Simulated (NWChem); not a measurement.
All runs are NWChem calculations. System: Sb (-1), charge -1, spin multiplicity 3. Its SCF solution wasn't tested for a lower state. Level: UBHandHLYP/def2-TZVPD with def2 effective core potentials on Sb.

Input file:

```
start mol
memory heap 200 mb stack 900 mb global 1100 mb
charge -1
geometry units angstroms nocenter noautoz
  Sb     0.000000     0.000000     0.000000
  symmetry group D2h
end
basis spherical
  * library def2-tzvpd
end
ecp
  Sb library def2-ecp
end
dft
  xc bhlyp
  odft
  mult 3
  semidirect memsize 60000000 filesize 0
  iterations 100
end
task dft energy
```

Part of the output:

```
             Northwest Computational Chemistry Package (NWChem) 7.3.0
             --------------------------------------------------------

                                NWChem Input Module
                                -------------------

 Scaling coordinates for geometry "geometry" by  1.889725989
 (inverse scale =  0.529177249)

                             Geometry "geometry" -> ""
                             -------------------------

 Output coordinates in angstroms (scale by  1.889725989 to convert to a.u.)

  No.       Tag          Charge          X              Y              Z
 ---- ---------------- ---------- -------------- -------------- --------------
    1 Sb                  51.0000     0.00000000     0.00000000     0.00000000

 Effective nuclear repulsion energy (a.u.)       0.0000000000

            Nuclear Dipole moment (a.u.)
            ----------------------------
        X                 Y               Z
 ---------------- ---------------- ----------------
     0.0000000000     0.0000000000     0.0000000000

      Symmetry information
      --------------------

 Group name             D2h
 Group number             26
 Group order               8
 No. of unique centers     1

      Symmetry unique atoms

     1


 Summary of "ao basis" -> "" (spherical)
 ------------------------------------------------------------------------------
       Tag                 Description            Shells   Functions and Types
 ---------------- ------------------------------  ------  ---------------------
 *                         def2-tzvpd                 on all atoms

                                 NWChem DFT Module
                                 -----------------

 Summary of "ao basis" -> "ao basis" (spherical)
 ------------------------------------------------------------------------------
       Tag                 Description            Shells   Functions and Types
 ---------------- ------------------------------  ------  ---------------------
 Sb                        def2-tzvpd               18       56   7s5p4d2f

 Summary of "ao basis" -> "ao basis" (spherical)
 ------------------------------------------------------------------------------
       Tag                 Description            Shells   Functions and Types
 ---------------- ------------------------------  ------  ---------------------
 Sb                        def2-tzvpd               18       56   7s5p4d2f

      Symmetry analysis of basis
      --------------------------

        ag         15
        au          2
        b1g         4
        b1u         9
        b2g         4
        b2u         9
        b3g         4
        b3u         9

            General Information
            -------------------
          SCF calculation type: DFT
          Wavefunction type:  spin polarized.
          No. of atoms     :     1
          No. of electrons :    24
           Alpha electrons :    13
            Beta electrons :    11
          Charge           :    -1
          Spin multiplicity:     3
          Use of symmetry is: on ; symmetry adaption is: on
          Maximum number of iterations: 100
          AO basis - number of functions:    56
                     number of shells:    18
          Convergence on energy requested:  1.00D-06
          Convergence on density requested:  1.00D-05
          Convergence on gradient requested:  5.00D-04

              XC Information
              --------------
                        BHLYP Method XC Functional
                     Hartree-Fock (Exact) Exchange  0.500
                        Slater Exchange Functional  0.500 local
                    Becke 1988 Exchange Functional  0.500 non-local
              Lee-Yang-Parr Correlation Functional  1.000

             Grid Information
             ----------------
          Grid used for XC integration:  medium
          Radial quadrature: Mura-Knowles
          Angular quadrature: Lebedev.
          Tag              B.-S. Rad. Rad. Pts. Rad. Cut. Ang. Pts.
          ---              ---------- --------- --------- ---------
          Sb                  1.45      123           8.0       590
          Grid pruning is: on
          Number of quadrature shells:   123
          Spatial weights used:  Erf1

          Convergence Information
          -----------------------
          Convergence aids based upon iterative change in
          total energy or number of iterations.
          Levelshifting, if invoked, occurs when the
          HOMO/LUMO gap drops below (HL_TOL):  1.00D-02
          DIIS, if invoked, will attempt to extrapolate
          using up to (NFOCK): 10 stored Fock matrices.

                    Damping( 0%)  Levelshifting(0.5)       DIIS
                  --------------- ------------------- ---------------
          dE  on:    start            ASAP                start
          dE off:    2 iters        100 iters           100 iters

      Screening Tolerance Information
      -------------------------------
          Density screening/tol_rho:  1.00D-10
          AO Gaussian exp screening on grid/accAOfunc:  14
          CD Gaussian exp screening on grid/accCDfunc:  20
          XC Gaussian exp screening on grid/accXCfunc:  20
          Schwarz screening/accCoul:  1.00D-08

      Superposition of Atomic Density Guess
      -------------------------------------

 Sum of atomic energies:        -277.63461845

 Renormalizing density from      23.00 to     24

      Non-variational initial energy
      ------------------------------

 Total energy =    -241.198213
 1-e energy   =    -437.658173
 2-e energy   =     196.459961
[...]
 !! scf_movecs_sym_adapt:   12 vectors were symmetry contaminated

  Symmetry fudging

 !! scf_movecs_sym_adapt:    4 vectors were symmetry contaminated

 !! scf_movecs_sym_adapt:    8 vectors were symmetry contaminated

  Symmetry fudging

 !! scf_movecs_sym_adapt:    4 vectors were symmetry contaminated

   convergence    iter        energy       DeltaE   RMS-Dens  Diis-err    time
 ---------------- ----- ----------------- --------- --------- ---------  ------
 d= 0,ls=0.0,diis     1   -239.8777440975 -2.40D+02  3.15D-02  7.86D-01     0.4
                                                     2.70D-02  7.19D-01

 !! scf_movecs_sym_adapt:    2 vectors were symmetry contaminated

  Symmetry fudging
 d= 0,ls=0.0,diis     2   -240.0496256096 -1.72D-01  1.17D-02  4.23D-01     0.4
                                                     1.13D-02  3.62D-01
 d= 0,ls=0.0,diis     3   -240.1820290193 -1.32D-01  1.17D-03  6.15D-04     0.5
                                                     1.23D-03  4.52D-04
 d= 0,ls=0.0,diis     4   -240.1825791254 -5.50D-04  3.36D-04  5.51D-05     0.5
                                                     1.46D-04  3.79D-05
 d= 0,ls=0.0,diis     5   -240.1826307644 -5.16D-05  9.67D-05  1.30D-06     0.5
                                                     9.32D-05  1.28D-06
  Resetting Diis
 d= 0,ls=0.0,diis     6   -240.1826341799 -3.42D-06  1.24D-05  2.76D-08     0.5
                                                     2.05D-05  3.85D-08

 !! scf_movecs_sym_adapt:    2 vectors were symmetry contaminated

  Symmetry fudging
 d= 0,ls=0.0,diis     7   -240.1826342830 -1.03D-07  2.33D-06  1.72D-09     0.6
                                                     1.89D-06  1.31D-09

         Total DFT energy =     -240.182634283021
      One electron energy =     -425.580291410083
           Coulomb energy =      204.881646516207
    Exchange-Corr. energy =      -19.483989389145
 Nuclear repulsion energy =        0.000000000000

 Numeric. integr. density =       23.999999996137

     Total iterative time =      0.3s

                  Occupations of the irreducible representations
                  ----------------------------------------------

                     irrep           alpha         beta
                     --------     --------     --------
                     ag                4.0          4.0
                     au                0.0          0.0
                     b1g               1.0          1.0
                     b1u               2.0          1.0
                     b2g               1.0          1.0
                     b2u               2.0          1.0
                     b3g               1.0          1.0
                     b3u               2.0          2.0

                    DFT Final Alpha Molecular Orbital Analysis
                    ------------------------------------------

 Vector   11  Occ=1.000000D+00  E=-3.492406D-02  Symmetry=b2u
              MO Center=  1.7D-31, -2.9D-17,  6.3D-31, r^2= 3.2D+00
   Bfn.  Coefficient  Atom+Function         Bfn.  Coefficient  Atom+Function
  ----- ------------  ---------------      ----- ------------  ---------------
    18      0.427982  1 Sb py                21      0.422892  1 Sb py
    12     -0.368899  1 Sb py                15      0.337450  1 Sb py
     9     -0.058615  1 Sb py

 Vector   12  Occ=1.000000D+00  E=-3.492406D-02  Symmetry=b1u
              MO Center=  1.8D-31, -6.2D-31, -3.0D-17, r^2= 3.2D+00
   Bfn.  Coefficient  Atom+Function         Bfn.  Coefficient  Atom+Function
  ----- ------------  ---------------      ----- ------------  ---------------
    19      0.427982  1 Sb pz                22      0.422892  1 Sb pz
    13     -0.368899  1 Sb pz                16      0.337450  1 Sb pz
    10     -0.058615  1 Sb pz

 Vector   13  Occ=1.000000D+00  E=-3.086491D-03  Symmetry=b3u
              MO Center=  6.2D-16,  8.7D-32,  8.9D-32, r^2= 3.4D+00
   Bfn.  Coefficient  Atom+Function         Bfn.  Coefficient  Atom+Function
  ----- ------------  ---------------      ----- ------------  ---------------
    20      0.491292  1 Sb px                17      0.364072  1 Sb px
    11     -0.357667  1 Sb px                14      0.337606  1 Sb px
     8     -0.056774  1 Sb px

 Vector   14  Occ=0.000000D+00  E= 1.909379D-01  Symmetry=ag
              MO Center=  1.0D-17, -1.1D-18, -9.2D-19, r^2= 1.1D+01
   Bfn.  Coefficient  Atom+Function         Bfn.  Coefficient  Atom+Function
  ----- ------------  ---------------      ----- ------------  ---------------
     7      2.003026  1 Sb s                  6     -1.700878  1 Sb s
     3      0.225201  1 Sb s                  2     -0.174646  1 Sb s
     5      0.087578  1 Sb s                  1      0.086809  1 Sb s
    42     -0.054665  1 Sb d  2              40      0.031561  1 Sb d  0

 Vector   15  Occ=0.000000D+00  E= 2.529629D-01  Symmetry=b3g
              MO Center= -1.1D-32,  5.5D-31, -7.7D-31, r^2= 9.9D+00
   Bfn.  Coefficient  Atom+Function         Bfn.  Coefficient  Atom+Function
  ----- ------------  ---------------      ----- ------------  ---------------
    39      1.058686  1 Sb d -1              34     -0.109663  1 Sb d -1
    24     -0.087640  1 Sb d -1              29      0.065492  1 Sb d -1

 Vector   16  Occ=0.000000D+00  E= 2.529629D-01  Symmetry=ag
              MO Center=  8.4D-33,  1.8D-32, -6.4D-30, r^2= 9.9D+00
   Bfn.  Coefficient  Atom+Function         Bfn.  Coefficient  Atom+Function
  ----- ------------  ---------------      ----- ------------  ---------------
    40      0.916850  1 Sb d  0              42      0.529342  1 Sb d  2
    35     -0.094971  1 Sb d  0              25     -0.075899  1 Sb d  0
    30      0.056718  1 Sb d  0              37     -0.054831  1 Sb d  2
    27     -0.043820  1 Sb d  2              32      0.032746  1 Sb d  2

                     DFT Final Beta Molecular Orbital Analysis
                     -----------------------------------------

 Vector    9  Occ=1.000000D+00  E=-1.162696D+00  Symmetry=ag
              MO Center= -5.4D-17, -4.6D-17, -4.7D-17, r^2= 3.5D-01
   Bfn.  Coefficient  Atom+Function         Bfn.  Coefficient  Atom+Function
  ----- ------------  ---------------      ----- ------------  ---------------
    27      0.787425  1 Sb d  2              25     -0.454620  1 Sb d  0
    32      0.132250  1 Sb d  2              30     -0.076354  1 Sb d  0

 Vector   10  Occ=1.000000D+00  E=-2.791845D-01  Symmetry=ag
              MO Center= -1.7D-19,  6.1D-20, -5.3D-20, r^2= 1.7D+00
   Bfn.  Coefficient  Atom+Function         Bfn.  Coefficient  Atom+Function
  ----- ------------  ---------------      ----- ------------  ---------------
     5      0.750411  1 Sb s                  3     -0.515837  1 Sb s
     2      0.477145  1 Sb s                  6      0.448866  1 Sb s
     4     -0.348150  1 Sb s                  1     -0.236122  1 Sb s
     7      0.061623  1 Sb s

 Vector   11  Occ=1.000000D+00  E= 1.403483D-02  Symmetry=b3u
              MO Center=  2.4D-14, -4.3D-15, -7.1D-16, r^2= 3.6D+00
   Bfn.  Coefficient  Atom+Function         Bfn.  Coefficient  Atom+Function
  ----- ------------  ---------------      ----- ------------  ---------------
    20      0.545009  1 Sb px                11     -0.348044  1 Sb px
    14      0.336407  1 Sb px                17      0.313691  1 Sb px
     8     -0.055209  1 Sb px

 Vector   12  Occ=0.000000D+00  E= 1.333457D-01  Symmetry=b2u
              MO Center=  1.2D-19,  4.2D-19, -8.8D-19, r^2= 4.4D+00
   Bfn.  Coefficient  Atom+Function         Bfn.  Coefficient  Atom+Function
  ----- ------------  ---------------      ----- ------------  ---------------
    21      0.713309  1 Sb py                15      0.312332  1 Sb py
    12     -0.309433  1 Sb py                18      0.160107  1 Sb py
     9     -0.049210  1 Sb py

 Vector   13  Occ=0.000000D+00  E= 1.333457D-01  Symmetry=b1u
              MO Center= -1.1D-18,  1.5D-18,  1.2D-19, r^2= 4.4D+00
   Bfn.  Coefficient  Atom+Function         Bfn.  Coefficient  Atom+Function
  ----- ------------  ---------------      ----- ------------  ---------------
    22      0.713309  1 Sb pz                16      0.312332  1 Sb pz
    13     -0.309433  1 Sb pz                19      0.160107  1 Sb pz
    10     -0.049210  1 Sb pz

 Vector   14  Occ=0.000000D+00  E= 1.954761D-01  Symmetry=ag
              MO Center= -2.1D-14,  5.9D-29,  7.8D-29, r^2= 1.1D+01
   Bfn.  Coefficient  Atom+Function         Bfn.  Coefficient  Atom+Function
  ----- ------------  ---------------      ----- ------------  ---------------
     7      2.037380  1 Sb s                  6     -1.781391  1 Sb s
     3      0.224308  1 Sb s                  2     -0.169581  1 Sb s
     5      0.153638  1 Sb s                  1      0.084380  1 Sb s

   alpha - beta orbital overlaps
   -----------------------------

   alpha      1      2      3      4      5      6      7      8      9     10
    beta      1      2      3      4      5      6      7      8      9     10
 overlap   1.000  1.000  1.000  1.000  1.000  1.000  1.000  1.000  1.000  0.999

   alpha     11     12     13     14     15     16     17     18     19     20
    beta     12     13     11     14     17     18     15     16     19     21
 overlap   0.981  0.981  0.999  0.999  0.997  0.997  0.999  0.999  0.998  0.981

   alpha     21     22     23     24     25     26     27     28     29     30
    beta     22     20     26     27     24     25     23     28     29     30
 overlap   0.981  0.999  0.997  0.997  0.999  0.999  0.995  0.996  1.000  1.000

   alpha     31     32     33     34     35     36     37     38     39     40
    beta     31     32     33     34     35     36     37     38     40     39
 overlap   1.000  1.000  0.993  0.993  0.999  0.993  0.993  0.999  1.000  1.000

   alpha     41     42     43     44     45     46     47     48     49     50
    beta     41     42     43     44     45     46     47     48     49     50
 overlap   1.000  1.000  1.000  1.000  1.000  1.000  1.000  1.000  1.000  1.000

   alpha     51     52     53     54     55     56
    beta     51     52     53     54     55     56
 overlap   1.000  1.000  1.000  1.000  1.000  1.000

     --------------------------
     Expectation value of S2:
     --------------------------
      <S2> =      2.0046 (Exact =     2.0000)

 Task  times  cpu:        0.5s     wall:        0.5s

 Total times  cpu:        0.6s     wall:        0.6s
```
